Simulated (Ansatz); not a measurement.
Species: C3H10Cl2Si2, net charge 0, singlet state. 
Coordinates optimised at B3LYP-D3(BJ)/def2-TZVP (Ansatz, an electronic-structure program):
```xyz
17

C     -1.2887    -1.2102    -2.1504
Si    -1.2752    -0.2846    -0.5162
C     -1.6452    -1.4377     0.9166
C     -2.4714     1.1632    -0.5456
Si     0.8850     0.5513    -0.1607
Cl     2.2224    -1.0372    -0.0907
Cl     0.9362     1.5393     1.6664
H     -0.5566    -2.0197    -2.1480
H     -1.0576    -0.5487    -2.9876
H     -2.2739    -1.6474    -2.3321
H     -0.9269    -2.2585     0.9547
H     -2.6452    -1.8666     0.8143
H     -1.6004    -0.9065     1.8689
H     -3.4969     0.8071    -0.6725
H     -2.2518     1.8478    -1.3672
H     -2.4247     1.7290     0.3866
H      1.4331     1.5016    -1.1528
```
Charge 0, spin multiplicity 1.

Quantity: atomisation energy (electronic, to ground-state atoms), in kcal/mol. Cores are frozen in the correlated levels unless marked. UHF or UKS for open shells. Spin-orbit coupling is left out. No relativistic terms. The coupled-cluster limit lacks core correlation, which all-electron functionals hold. CBS marks a two-point X^-3 extrapolation of the correlation energy; Hartree-Fock from the larger set. [CCSD(T)-MP2]/basis is that difference in the basis named.

```
level                                                                             program  atomisation energy (kcal/mol)  minus last row
-------------------------------------------------------------------------  --------------  -----------------------------  --------------
HF/cc-pV(T+d)Z                                                                     Ansatz                         1129.7          -353.3
revPBE-D3(BJ)/def2-TZVPD                                                   Ansatz + dftd3                         1463.4           -19.6
PBE0/STO-3G                                                                        Ansatz                         1837.2           354.2
PBE0-D3(BJ)/def2-TZVP                                                      Ansatz + dftd3                         1484.6             1.6
BHLYP-D4/def2-TZVPD                                                        Ansatz + dftd4                         1452.1           -30.9
HSE06-D4/def2-TZVPD                                                        Ansatz + dftd4                         1484.9             1.9
CAM-B3LYP-D4/def2-TZVPD                                                    Ansatz + dftd4                         1479.1            -3.9
CAM-B3LYP/def2-TZVPD                                                               Ansatz                         1468.0           -15.0
B2GP-PLYP-D3(BJ)/def2-TZVPD                                                Ansatz + dftd3                         1464.6           -18.4
B2PLYP/def2-TZVPD                                                                  Ansatz                         1453.6           -29.4
MP2/6-31G                                                                          Ansatz                         1208.7          -274.3
RI-MP2/aug-cc-pV(T+d)Z                                                             Ansatz                         1466.9           -16.1
SCS-MP2/cc-pV(T+d)Z                                                                Ansatz                         1452.8           -30.2
CCSD/6-31G                                                                         Ansatz                         1209.5          -273.5
RI-MP2/CBS(aug-cc-pV(T+d)Z,aug-cc-pV(Q+d)Z)+[CCSD(T)-MP2]/aug-cc-pV(T+d)Z          Ansatz                         1483.0             0.0
```
